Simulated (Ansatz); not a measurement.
**Ligand exchange: C4H7F + C3H9AlO → C4H8O + C3H8AlF**

Gas-phase species: C4H7F `FC1CCC1`, singlet; C3H9AlO `C[CH2][Al]([CH3])[OH]`, singlet; C4H8O (cyclobutanol) `OC1CCC1`, singlet; C3H8AlF `C[CH2][Al]([CH3])[F]`, singlet. The partners trade F for OH: C–F and Al–OH bonds give way to C–OH and Al–F.

Shapes, held fixed at every level: PBE0-D4/def2-TZVP. Flexible molecules stand in one conformer, not always the lowest. Programs: Ansatz 0.2.0. Electronic energies: no zero-point or thermal term.

```
                level                    kind  ΔE (kJ/mol)  less CCSD(T)/CBS estimate
          HF/def2-SVP            Hartree–Fock        -48.0                       -1.0
        HF/def2-TZVPP            Hartree–Fock        -42.6                       +4.4
 r2SCAN-D4/def2-TZVPP                meta-GGA        -41.5                       +5.5
r2SCAN0-D4/def2-TZVPP           global hybrid        -43.2                       +3.8
   wB97X-V/def2-TZVPP  range-separated hybrid        -42.7                       +4.3
       MP2/def2-TZVPP     perturbation theory        -48.1                       -1.1
        CCSD/def2-SVP   coupled cluster or CI        -52.0                       -5.0
 CCSD(T)/CBS estimate   coupled cluster or CI        -47.0                        0.0
```

The highest level, CCSD(T)/CBS estimate, gives ΔE = -47.0 kJ/mol; the levels span -52.0 to -41.5. The column of differences is taken from that level and isn't an error. No measured value is set beside it here. The CBS estimate extrapolates MP2 from def2-TZVPP and def2-QZVPP and adds CCSD(T) − MP2 in the triple-zeta set, cores frozen.
